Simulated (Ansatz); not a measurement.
System: AsF$_{3}$, net charge 1, doublet state. SMILES of the parent species: F[As](F)F

Atoms: F1, As2, F3, F4. Bonds: F1-As2, As2-F3, As2-F4.

Bond lengths (Å) and angles (degrees) optimised at HF/3-21G with Ansatz (a program for electronic structure); HF/6-31G* with LANL2DZ past Ar with Ansatz; B3LYP/LANL2DZ with Ansatz, each started from the B3LYP-D3(BJ)/def2-TZVP structure (Ansatz) of the last column. A row stands for all coordinates that are equal there. 6-31G* holds six Cartesian d functions. No wavenumbers were computed at B3LYP/LANL2DZ, so these may be saddle points.

```csv
coordinate,HF/3-21G,HF/6-31G* with LANL2DZ past Ar,B3LYP/LANL2DZ,B3LYP-D3(BJ)/def2-TZVP
F1-As2,1.653,1.617,1.758,1.670
F1-As2-F3,106.4,107.4,105.6,106.6
```

Mean signed difference of all 3 bond lengths from B3LYP-D3(BJ)/def2-TZVP: HF/3-21G -0.017 Å, HF/6-31G* with LANL2DZ past Ar -0.053 Å, B3LYP/LANL2DZ 0.087 Å.
